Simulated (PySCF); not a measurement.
# Ionisation energy of Tb(34+) by level of theory

Tb(34+) [Ar] 3d10 4s2 4p1 [4p1/2^1, M_J = 1/2] → Tb(35+) [Ar] 3d10 4s2, as a difference of total energies. Computed with PySCF 2.14 in an uncontracted even-tempered set (17 s from 3.5 bohr⁻², ratio 2.8; 13 p from 4.6 bohr⁻², ratio 2.8; 8 d from 8.1 bohr⁻², ratio 2.8; 4 f from 20 bohr⁻², ratio 3), with the two-component X2C-1e Hamiltonian. Correlated levels: [Ne] frozen; the 74 highest virtual spinors dropped. "Screened" scales the spin-orbit matrix elements by Boettger's factors to mimic the two-electron term; Breit and QED terms are absent.

```tsv
method	ionisation energy (eV)
GHF (spin-free)	1404.4
GMP2 (spin-free)	1405.2
GHF (screened spin-orbit)	1438.7
GMP2 (screened spin-orbit)	1439.5
```

Breit and QED terms and the two-electron picture change are absent.

The spin-free rows lack the spin-orbit shift.

For comparison: 1443 ± 5 eV (theoretical estimate listed by NIST; NIST Atomic Spectra Database, ionization energies).
